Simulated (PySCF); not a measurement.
Excitations are Tamm–Dancoff values on a coarser integration grid. The basis has no diffuse functions, so Rydberg states are missing or too high.

Z-matrix (Å, degrees):
```
C
C 1 1.3934
C 2 1.3949 1 128.95
H 3 1.0933 2 115.91 1 -180.00
H 2 1.0957 1 115.13 3 -180.00
C 3 1.3973 4 115.70 2 -180.00
H 6 1.0951 3 114.85 4 0.00
C 6 1.3973 7 114.85 3 180.00
H 8 1.0933 6 115.69 7 -0.01
C 8 1.3949 9 115.91 6 -180.00
C 10 1.3934 8 128.95 9 -180.00
H 10 1.0957 11 115.13 1 180.00
C 1 1.3996 2 125.90 5 0.00
H 13 1.0906 1 125.12 2 0.00
C 11 1.3996 10 125.90 12 0.00
H 15 1.0906 11 125.12 10 0.00
C 15 1.4184 16 125.37 11 180.00
B 17 1.5354 15 126.10 16 0.01
H 18 1.2107 17 120.40 15 0.02
H 18 1.2107 19 119.20 17 -180.00
```
Charge 0, spin multiplicity 1.

Problem. What is the computed T1 excitation (TDA), total energy and LUMO (PBE0-D3(BJ)/def2-TZVP // PBE0-D3(BJ)/def2-SVP in PySCF)?

Solution. 
* **T1 excitation (TDA)**: 1.58 eV
* **total energy**: -410.9280 Ha
* **LUMO**: -2.83 eV
